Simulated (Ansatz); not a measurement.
Energy difference R1 → P1 + P2, each structure at its B3LYP-D3(BJ)/def2-TZVP stationary point, reached from a drawn start (curvature not checked).
P1, H2 (SMILES [H][H]) (charge 0, multiplicity 1):
```xyz
2

H      0.000     0.000     0.372
H      0.000     0.000    -0.372
```
P2: O atom, charge 0, multiplicity 3.
R1: H2O (SMILES O), charge 0, multiplicity 1.

P less R. No zero-point or thermal terms; singlets are restricted closed shells; open shells are unrestricted; no spin–orbit coupling.

Cores are frozen in the correlated methods.

Run with Ansatz (Gaussian orbitals). Each number belongs to the level named beside it.

Give the reaction energy at the level MP2/cc-pVDZ.

470 kJ/mol

Estimate the reaction energy that revPBE/def2-TZVPP returns for this input.

505 kJ/mol

What reaction energy does BHLYP/def2-TZVPP give?

462 kJ/mol

Ansatz is an electronic-structure program.
